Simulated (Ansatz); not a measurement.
```xyz
7

S    -0.874    0.597   -1.525
B     0.326    0.122   -0.316
B    -0.133   -0.234    1.250
Cl   -0.576   -1.874    1.663
H    -0.067    0.775   -2.585
H     1.476    0.065   -0.640
H    -0.152    0.550    2.153
```

The species carries charge 0 and has multiplicity 1.

(1) List the ωB97M-V/def2-TZVPP orbital energies in eV (Ansatz). (An estimate is asked.)

Results:

(1) The calculation gave: Occupied: -2772.18, -2427.33, -262.58, -221.33, -200.04, -199.97, -199.90, -188.97, -188.23, -164.43, -164.32, -164.30, -26.24, -23.88, -17.73, -15.67, -14.62, -13.67, -12.61, -12.31, -11.51, -10.70, -10.26. Lowest empty: 0.20, 0.50, 2.16, 3.16, 3.56, 3.87, 4.27, 4.69.
